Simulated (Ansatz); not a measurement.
Computed with Ansatz.

A structure relaxed at PBE0-D4/def2-TZVP, charge 0, multiplicity 1:

Cartesian coordinates in Å:
```
F -0.7486 -0.1383 3.2292
Si 0.5694 -0.0430 2.3513
Cl 1.5186 1.6933 2.8180
C 0.1159 -0.0348 0.6030
C -0.1588 -0.0494 -0.5783
Ge -0.6017 -0.0602 -2.4338
H 1.4402 -1.1778 2.6953
H 0.1646 1.0797 -3.1107
H -0.1860 -1.4156 -3.0133
H -2.1136 0.1462 -2.5606
```

(1) Give its formula and SMILES.

(2) Summarise the bond lengths by kind.

Answers

(1) C2H4ClFGeSi, `F[SiH](Cl)C#[C][GeH3]`.

(2) 1 × F–Si 1.586 Å; 1 × Cl–Si 2.033 Å; 1 × C–Si 1.806 Å; 1 × H–Si 1.471 Å; 1 × C–C 1.213 Å; 1 × C–Ge 1.908 Å; 3 × Ge–H 1.531 to 1.532 Å.
